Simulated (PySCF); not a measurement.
C8H10O.
SMILES with atom numbers: `[CH2:1]=[CH:2][CH2:3][C:4]#[C:5][CH2:6][C:7]([CH3:8])=[O:9]` (hydrogens: H10, H11 on C1; H12 on C2; H13, H14 on C3; H15, H16 on C6; H17, H18, H19 on C8)

Structure used (PBE0-D3(BJ)/def2-SVP), in Å, numbered top down from 1:
```
atom  x, y, z in Å
C1     3.1061   -1.4690    0.1274
C2     2.0861   -1.0628    0.8816
C3     1.8247    0.3686    1.2660
C4     0.5170    0.8362    0.8143
C5    -0.5785    1.1887    0.4329
C6    -1.8945    1.5756   -0.0482
C7    -2.7003    0.4826   -0.7611
C8    -1.9310   -0.6028   -1.4592
O9    -3.9035    0.5418   -0.7667
H10    3.8382   -0.7611   -0.2749
H11    3.2495   -2.5250   -0.1153
H12    1.3642   -1.7953    1.2619
H13    1.8748    0.4677    2.3661
H14    2.6184    1.0179    0.8602
H15   -2.5316    1.9684    0.7595
H16   -1.7972    2.3961   -0.7844
H17   -1.4321   -1.2366   -0.7089
H18   -1.1270   -0.1783   -2.0799
H19   -2.6151   -1.2084   -2.0657
```

Computed with PySCF at PBE0/pcSseg-1, non-relativistic, on one gas-phase PBE0-D3(BJ)/def2-SVP geometry that isn't relaxed in the solvent. The solvent is an IEF-PCM continuum (Bondi radii, 1.10 Å for H, scaled by 1.2). Only the electrostatic response of the medium enters.

```json
{"run": "gas", "E − E(gas) (kcal/mol)": "0.00", "HOMO (eV)": "-7.08", "HOMO–LUMO gap (eV)": "6.60", "dipole (D)": "3.06"}
{"run": "P", "E − E(gas) (kcal/mol)": "-5.08", "HOMO (eV)": "-7.13", "HOMO–LUMO gap (eV)": "6.63", "dipole (D)": "3.61"}
{"run": "Q", "E − E(gas) (kcal/mol)": "-7.04", "HOMO (eV)": "-7.16", "HOMO–LUMO gap (eV)": "6.64", "dipole (D)": "3.81"}
```

The runs were made in chloroform and dimethylsulfoxide. Which run belongs to which solvent?

P = chloroform, Q = dimethylsulfoxide. The dielectric constants are 4.711 (chloroform), 46.83 (dimethylsulfoxide), and the energy falls further as ε rises. In this model the ground state sees the solvent through ε alone.

How constant is the ratio of the lowering to (ε − 1)/(2ε + 1)?

| solvent | (ε − 1)/(2ε + 1) | E − E(gas) (kcal/mol) | ratio (kcal/mol) | polarisation term (kcal/mol) |
| --- | --- | --- | --- | --- |
| chloroform | 0.356 | -5.08 | -14.3 | -5.55 |
| dimethylsulfoxide | 0.484 | -7.04 | -14.5 | -7.94 |

The ratio changes by +2.0 % in size from chloroform to dimethylsulfoxide. The polarisation term is half the interaction of the solute with the induced surface charges.

On one thread of an AMD EPYC 7R13, shared host, this took 29 s of wall time and 1.1 GiB of memory at its peak. This is the whole shielding run at PBE0/pcSseg-1 in dimethylsulfoxide, SCF included.
